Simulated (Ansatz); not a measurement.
`Fc1ccccn1`, relaxed with RKS PBE0-D4/def2-TZVP in the Gaussian-basis code of Ansatz from a PBE-D4/def2-SVP geometry. The force threshold is 0.005 eV/Å; the program also tests the step.

Charge 0, multiplicity 1.

Start:

```xyz
11

F     1.262   -0.612   -2.383
C     0.713   -0.358   -1.185
C    -0.479    0.384   -1.139
C    -1.021    0.629    0.127
C    -0.362    0.133    1.265
C     0.822   -0.594    1.076
N     1.354   -0.837   -0.135
H    -0.948    0.747   -2.065
H    -1.954    1.206    0.223
H    -0.760    0.306    2.276
H     1.374   -1.004    1.940
```

| step | energy (eV) | largest force (eV/Å) | largest move (Å) |
| --- | --- | --- | --- |
| 1 | -9450.0800 | 0.660 | 0.000 |
| 2 | -9450.1472 | 0.217 | 0.028 |
| 3 | -9450.1520 | 0.025 | 0.009 |
| 4 | -9450.1520 | 0.013 | 0.000 |
| 5 | -9450.1520 | 0.002 | 0.000 |

End:

```xyz
11

F     1.245   -0.604   -2.356
C     0.702   -0.353   -1.166
C    -0.474    0.381   -1.126
C    -1.010    0.623    0.125
C    -0.358    0.131    1.249
C     0.810   -0.586    1.065
N     1.340   -0.828   -0.134
H    -0.933    0.736   -2.039
H    -1.928    1.190    0.222
H    -0.747    0.300    2.245
H     1.353   -0.989    1.914
```

It took 26 s on 4 threads of an Arm Neoverse V1 on a shared host, with 0.71 GiB of host memory at the peak.
